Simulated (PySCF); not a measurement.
C₃H₆BFO₂, SMILES OB(C(=O)CC)F. Heavy atoms are numbered as in [CH3:1][CH2:2][C:3](=[O:4])[B:5]([OH:6])[F:7]. Hydrogens are named by the atom that carries them.

Geometry: r2SCAN-D4/def2-SVP. The structure was generated by enumeration, and PubChem lists no compound with its InChIKey, so it may never have been made. The values are those of a single conformer.

Level of theory: B3LYP/def2-TZVP (PySCF).

ESP charges are fitted to the potential on shells at 1.4 to 2.0 van der Waals radii. Atomic charges (e), one atom of each kind:

| atom | ESP fit | Mulliken | IAO |
|---|---|---|---|
| C1 (CH3) | -0.52 | … | -0.41 |
| C2 (CH2) | 0.17 | -0.14 | -0.29 |
| C3 | 0.38 | 0.05 | 0.24 |
| O4 | -0.47 | -0.28 | -0.39 |
| B5 | 0.55 | … | 0.60 |
| O6 (OH) | -0.72 | … | -0.54 |
| F7 | -0.30 | … | -0.32 |
| H on C1 | 0.14 | 0.11 | 0.15 |
| H on C2 | 0.01 | … | 0.15 |
| H on O6 | 0.48 | 0.33 | 0.38 |

Q: Some entries are withheld; supply them. (An estimate is asked for; the answer gives what the named calculation found.)

A: 
- C1 (CH3), Mulliken: -0.30
- B5, Mulliken: 0.41
- O6 (OH), Mulliken: -0.39
- F7, Mulliken: -0.23
- H on C2, Mulliken: 0.11

Computed Mayer and Wiberg (Löwdin basis) orders of the bonds:
| bond | Mayer | Wiberg |
|---|---|---|
| C1–C2 | 0.98 | 1.29 |
| C2–C3 | 0.90 | 1.19 |
| C3–O4 | 2.00 | 2.59 |
| C3–B5 | 1.00 | 1.03 |
| B5–O6 | 1.39 | 2.04 |
| B5–F7 | 1.21 | 2.07 |
